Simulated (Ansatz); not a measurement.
Consider the redistribution: `O=C[SiH](Cl)O[SiH3]` + `[F][InH][SH]` → `O=C[SiH2]Cl` + `[F][In]([SH])[O][SiH3]`.

Computed with Ansatz on PBE0-D4/def2-TZVP structures; ΔE is electronic, products minus reactants. CBS: MP2 limit from def2 TZ/QZ plus the TZ coupled-cluster correction, frozen cores. Functionals use def2-TZVPP. HSE06 is defined as in plane-wave codes. Elements past krypton have def2 core potentials. For In outer-core shells are correlated without core-valence functions, which leaves a few kJ/mol of doubt a bond. Each species was taken in one conformer, which may not be the lowest.

Question: Is it downhill or uphill in electronic energy at CCSD(T)/CBS, and by how much? (An estimate is asked.)

Answer: The calculation gave: Uphill: ΔE = +91.2 kJ/mol.

Question: What do these levels give: r2SCAN0-D4, PBE-QIDH, PBE0, HSE06, MP2/def2-QZVPP, CCSD/CBS(def2)? (Estimate.)

Answer: The calculation gave: r2SCAN0-D4 106.1, PBE-QIDH 97.4, PBE0 95.5, HSE06 95.3, MP2/def2-QZVPP 91.8, CCSD/CBS(def2) 93.5 kJ/mol.

Question: What do rigid-rotor, harmonic-oscillator terms from PBE0-D4/def2-TZVP frequencies (298.15 K, 1 bar) make of the CCSD(T)/CBS value? (Estimate.)

Answer: Computed: ΔZPE = -0.4 kJ/mol, ΔH = +92.8 kJ/mol, ΔS = 28 J/(mol·K), ΔG = +84.3 kJ/mol. Modes under 50 cm⁻¹ make the entropy rough.

Largest T1 diagnostic among the species: 0.016.

From r2SCAN to r2SCAN0 (25 % exact exchange), in def2-TZVPP and without D4, ΔE moves by +4.9 kJ/mol. The D4 term adds +8.7 kJ/mol with B3LYP and +4.7 kJ/mol with PBE0; it sums over pairs of atoms, weighted by their polarisabilities, and B3LYP, whose exchange is more repulsive, gets the larger term.

B3LYP here is the variant with VWN-RPA as its local correlation; programs differ in this.
